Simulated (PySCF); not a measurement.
# Finite-field polarisability of Se (selenium, neutral)

[Ar] 3d10 4s2 4p4, high-spin 3P determinant. Calculation: PySCF 2.14, in aug-cc-pwCVDZ-PP with ECP10MDF; scalar relativity through the core potential. Frozen: 3s2 3p6 3d10. Energy changes in a uniform field (μhartree):

```tsv
axis	F (au)	HF	MP2	CCSD	CCSD(T)
x	0.003	-99.336	-99.448	-99.727	-100.062
x	0.006	-397.429	-397.887	-399.008	-400.350
y	0.0027	-100.075	-102.901	-104.357	-105.066
y	0.0054	-400.490	-411.825	-417.657	-420.501
```

By symmetry the remaining axis equals x.

Task: Derive α along x at CCSD(T) from the two fields.

Result: With ΔE = −αF²/2 − γF⁴/24, α = −(16 ΔE(F) − ΔE(2F))/(6F²) = 22.23 bohr³.

Task: And the mean polarisability at each level?

Result: The components xx, yy, zz at CCSD(T) are 22.23, 28.82, 22.23, the third axis being equal by symmetry to one of the two computed. Means: HF 23.87, MP2 24.14, CCSD 24.31, CCSD(T) 24.43 bohr³. Reference: 28.9 ± 1 bohr³ (recommended; Schwerdtfeger and Nagle, table of static dipole polarizabilities (2023 update)).

CCSD(T) lies more than 5 % below the reference, which points to too few diffuse and polarisation functions.

A double-zeta set is small for polarisabilities.
